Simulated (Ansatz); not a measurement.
Geometry optimisation, RKS PBE/def2-SVP (Ansatz 0.2.0).

Input file:

```yaml
crystal:
  periodic: [false, false, false]
  atoms:
    - { symbol: Mo, position_ang: [0.262119, 0.250692, -0.330105] }
    - { symbol: F, position_ang: [0.634633, -0.392992, 2.542087] }
    - { symbol: F, position_ang: [1.893601, -0.632767, -0.143166] }
    - { symbol: F, position_ang: [-0.178181, 1.883155, -1.137086] }
    - { symbol: F, position_ang: [-1.213513, 0.717085, 0.710154] }
    - { symbol: F, position_ang: [-0.393327, -1.447844, 0.053255] }
    - { symbol: F, position_ang: [0.431165, -0.203592, -2.111739] }
    - { symbol: P, position_ang: [1.485594, 1.825182, 1.027942] }
    - { symbol: H, position_ang: [2.780588, 1.217069, 1.088105] }
    - { symbol: H, position_ang: [1.797588, 2.769781, -0.006927] }
    - { symbol: H, position_ang: [0.191134, 0.387732, 2.79888] }
basis:
  gaussian: { orbitals: def2-SVP }
hamiltonian:
  xc: pbe
relax:
  f_tol: 0.03
  max_steps: 50
```

Command:

```bash
$ ansatz run input.yaml --threads 4 --pin off --max-ram 5120MiB --backend cpu --events-out ev --progress --plain --runs-dir out
```

Q: Where does it end, and by what steps?

A: The run converged. After 12 steps the energy has fallen by 0.215 eV; H11 moved furthest, 0.70 Å.

| step | energy less start (eV) | largest force component (eV/Å) | accepted |
| --- | --- | --- | --- |
| 0 | 0.0000 | 1.037 | yes |
| 1 | -0.0760 | 1.166 | yes |
| 2 | -0.0422 | 1.242 | no |
| 3 | -0.1483 | 0.123 | yes |
| 4 | -0.1592 | 0.123 | yes |
| 5 | -0.1711 | 0.463 | yes |
| 6 | -0.1781 | 0.781 | yes |
| 7 | -0.1977 | 0.311 | yes |
| 8 | -0.2079 | 0.312 | yes |
| 9 | -0.2086 | 0.228 | yes |
| 10 | -0.2122 | 0.111 | yes |
| 11 | -0.2144 | 0.042 | yes |
| 12 | -0.2146 | 0.026 | yes |

```xyz
11
Properties=species:S:1:pos:R:3
Mo 0.269 0.255 -0.206
F 0.685 -0.266 2.282
F 1.950 -0.525 -0.168
F -0.293 1.849 -0.998
F -1.167 0.709 0.944
F -0.351 -1.455 0.202
F 0.310 -0.224 -1.988
P 1.603 2.109 0.988
H 2.787 1.350 1.282
H 2.122 2.605 -0.263
H -0.225 -0.032 2.417
```

Whether the end is a true minimum wasn't checked by a vibrational analysis.

Time of the run: 33 s on 4 threads of Arm Neoverse V2, on a shared host, peak memory 0.23 GiB.
